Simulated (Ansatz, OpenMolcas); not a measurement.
# Errors in the atomisation enthalpy at 298 K

10 molecules with two or more fluorines; the atomisation enthalpy at 298 K in kJ/mol, computed less measured. Shapes, held fixed at every level: PBE0-D4/def2-TZVP. Flexible molecules stand in one conformer, not always the lowest. Thermal terms are harmonic and unscaled (PBE0-D4/def2-TZVP); the spin-orbit lowering of the free atoms is taken from their spectra. Programs: Ansatz 0.2.0, OpenMolcas 26.06. Measured values: Active Thermochemical Tables, CRC Handbook of Chemistry and Physics, NIST-JANAF tables.

Levels: A = HF/STO-3G; B = MP2/def2-TZVPP; C = CCSD(T)/def2-SVP; D = CCSD(T)/def2-TZVPP.

```tsv
molecule	from tabulated heats	A	B	C	D
AlClF2 (SMILES [F][Al]([F])[Cl])	1609	-375	+50	-120	-47
BF3 (boron trifluoride)	1944	-515	+61	-77	-52
CBrClF2 (SMILES FC(F)(Cl)Br)	1551	-622	+38	-132	-70
CF4 (SMILES FC(F)(F)F)	1968	-885	+63	-93	-62
SF4 (sulfur tetrafluoride)	1358	-1567	+40	-297	-85
SiF4 (silicon tetrafluoride)	2382	-1268	+55	-258	-80
C2F3N (cyanotrifluoromethane)	2640	-1236	+66	-140	-96
C2H2F2 (SMILES C=C(F)F)	2361	-613	+30	-99	-54
C2HClF2 (SMILES FC(F)=CCl)	2247	-696	+66	-98	-45
C2H4F2 (1,2-difluoroethane)	2915	-525	-13	-147	-78
```

(1) Which level does best on this set, which worst, and which err to one side?

Answers

(1) 
```
             level                   kind  mean error  mean absolute error  worst case
         HF/STO-3G           Hartree–Fock      -830.2                830.2         SF4
    MP2/def2-TZVPP    perturbation theory       +45.6                 48.2       C2F3N
  CCSD(T)/def2-SVP  coupled cluster or CI      -146.1                146.1         SF4
CCSD(T)/def2-TZVPP  coupled cluster or CI       -66.9                 66.9       C2F3N
```

On this set MP2/def2-TZVPP has the smallest mean absolute error and HF/STO-3G the largest. HF/STO-3G is too low in 10 of 10; MP2/def2-TZVPP is too high in 9 of 10; CCSD(T)/def2-SVP is too low in 10 of 10; CCSD(T)/def2-TZVPP is too low in 10 of 10. The heats of AlClF2 (SMILES [F][Al]([F])[Cl]), SF4 (sulfur tetrafluoride), C2F3N (cyanotrifluoromethane) come from older tables and can be uncertain by 10 kJ/mol or more. Heats of the atoms come from ATcT where it has them, that of boron, 570 kJ/mol, from recent work. The levels differ in basis as well as in method. The tabulated values of C2H2F2, C2HClF2 are in doubt (older tables, estimates, or at odds with other calculations) and kept here. Over the 8 molecules whose values aren't doubted the mean absolute errors are A 874.1; B 48.2; C 158.0; D 71.2. Where a negative error exceeds the measured value, the molecule comes out unbound. Hartree–Fock lacks correlation and underbinds. Correlated wave functions converge slowly with the basis. Relativity is left out for Br. Outer-core shells of Br are correlated, in sets that cover them unevenly. The set is small.
